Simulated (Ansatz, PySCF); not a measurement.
Energy difference R1 + R2 → P1 + P2, each structure at its B3LYP-D3(BJ)/def2-TZVP stationary point, reached from a drawn start (curvature not checked).
R1: Cl4Ti (SMILES [Cl][Ti]([Cl])([Cl])[Cl]), charge 0, multiplicity 1.
P1: Cl3FTi (SMILES [F][Ti]([Cl])([Cl])[Cl]), charge 0, multiplicity 1.
P2, HCl (SMILES Cl) (charge 0, multiplicity 1):
```xyz
2

Cl     0.000     0.000     0.641
H      0.000     0.000    -0.641
```
R2, HF (SMILES F) (charge 0, multiplicity 1, Z-matrix in Å and degrees):
```
F
H 1 0.9245
```

P less R. No zero-point or thermal terms; no spin–orbit coupling.

Cores are frozen in the correlated methods. CBS: X⁻³ extrapolation of the correlation energy, Hartree–Fock from the larger set.

Codes used: Ansatz (Gaussian basis) for Hartree–Fock, density functionals and correlated methods; PySCF for M06-2X and the D3/D4 terms. All values are computed, each at the level named.

```
level                                reaction energy (kJ/mol)
-----------------------------------  ------------------------
BLYP-D4/def2-TZVPP                                      -22.4
revPBE-D3(BJ)/def2-TZVPP                                -17.4
revPBE-D4/def2-TZVPP                                    -19.4
M06-2X/def2-TZVPP                                       -14.0
wB97X-V/def2-TZVPP                                      -30.5
MP2/def2-SVP                                            -21.7
CCSD/def2-SVP                                           -35.3
CCSD/def2-TZVPP                                             ?
CCSD(T)/CBS(def2-TZVPP, def2-QZVPP)                         ?
```

Task: Some entries are withheld; supply them.

Result: 
- CCSD/def2-TZVPP, reaction energy (kJ/mol): -23.9
- CCSD(T)/CBS(def2-TZVPP, def2-QZVPP), reaction energy (kJ/mol): -9.2

Ansatz is a program for electronic structure.
